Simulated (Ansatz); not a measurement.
AlClH5NOSi can be A, `N[SiH](Cl)[AlH][OH]`, or B, `N[SiH2][Al]([OH])[Cl]`.

Computed with Ansatz on PBE0-D4/def2-TZVP structures; ΔE is electronic, products minus reactants. CCSD(T)/CBS is the MP2 limit (def2-TZVPP, def2-QZVPP) plus CCSD(T) − MP2 in def2-TZVPP, frozen cores. Functionals use def2-TZVPP. B3LYP here is the variant with VWN-RPA as its local correlation; programs differ in this. Each species was taken in one conformer, which may not be the lowest.

(1) Which isomer does CCSD(T)/CBS put lower? Give the gap. (Estimate.)

(2) Give E(B) − E(A) in kcal/mol with B3LYP, HF/def2-TZVPP, CCSD/def2-TZVPP, PBE0-D4, PBE-D4, B2PLYP, MP2/def2-TZVPP. (Estimate.)

Largest T1 diagnostic: 0.012.

Answers

(1) Computed: B, by 13.4 kcal/mol.

(2) The calculation gave: B3LYP -13.6, HF/def2-TZVPP -14.4, CCSD/def2-TZVPP -14.0, PBE0-D4 -13.0, PBE-D4 -12.6, B2PLYP -13.6, MP2/def2-TZVPP -13.5. None reverses the order clearly.

The D4 term adds +0.7 kcal/mol with B3LYP and +0.4 kcal/mol with PBE0; it sums over pairs of atoms, weighted by their polarisabilities, and B3LYP, whose exchange is more repulsive, gets the larger term.
